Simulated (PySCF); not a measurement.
# A survey of $^{19}$F NMR shifts

[PySCF 2.14: shieldings: GIAO PBE0/pcSseg-1; geometry from GFN2-xTB; no solvent; non-relativistic Hamiltonian; single conformer; one averaged value for each set of equivalent atoms]

Shieldings were converted by a linear fit to measured shifts: $^{19}$F: δ = 146.13 − 0.903σ +14.6 on sp3 carbon (rms 6.0 ppm, 223 shifts, 7.0 ppm with the 5 outliers that the fit left out vs CFCl3, solution or neat liquid). Occasional misses reach two or three times the rms, and more in compound classes unlike the fitted ones.

Q: Give the $^{19}$F shifts of `F[C@@H]1CN[SiH2]C1`, `FC(C[SiH3])=C1COC1`.

A: 
```csv
compound,environment,δ (ppm)
F[C@@H]1CN[SiH2]C1,fluorine on an sp3 carbon,-166.3
FC(C[SiH3])=C1COC1,vinylic fluorine,-111.0
```

Q: Order these by $^{19}$F shift, lowest first.
A. O=C(/C=C/F)CC[SiH3]
B. CC[SiH2]/C(F)=C\C=O
C. C[SiH2]C(F)=C1COC1
D. FCOC1=C[SiH2]CC1
E. C=C(CF)[SiH2]N

A: E (-217.7 ppm, fluorine on an sp3 carbon), D (-169.9 ppm, fluorine on an sp3 carbon), C (-117.1 ppm, vinylic fluorine), A (-106.7 ppm, vinylic fluorine), B (-69.1 ppm, vinylic fluorine).
